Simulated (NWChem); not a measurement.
## Tetragonal strain in C (diamond structure): the shear constant

Program: NWChem. Level: revPBE, default library pseudopotentials (valence charges C 4), cutoff 35 Ha, shifted 4×4×4 mesh, two-atom cell, no spin-orbit coupling. The cubic cell (a = 3.563 Å, near this level's equilibrium) is stretched by 1 + δ along x and y and by (1 + δ)^−2 along z, at constant volume; symmetry keeps the atoms on their sites.

```json
[
 {"δ": "-0.020", "E − E(0) (meV/cell)": "84.90"},
 {"δ": "-0.010", "E − E(0) (meV/cell)": "20.33"},
 {"δ": "-0.005", "E − E(0) (meV/cell)": "5.08"},
 {"δ": "0.000", "E − E(0) (meV/cell)": "0.00"},
 {"δ": "0.005", "E − E(0) (meV/cell)": "4.86"},
 {"δ": "0.010", "E − E(0) (meV/cell)": "18.92"},
 {"δ": "0.020", "E − E(0) (meV/cell)": "?"}
]
```

The cell volume is 11.31 Å³. To second order E − E(0) = 3V(C₁₁ − C₁₂)δ². Fit Aδ² + Bδ³, give C₁₁ − C₁₂, and predict the withheld row.

A ≈ 200 eV and B ≈ -770 eV, with a largest residual of 0.11 meV, so C₁₁ − C₁₂ = A/(3V) ≈ 930 GPa. The fit predicts 72.50 meV at δ = 0.020; the run gave 75.29.
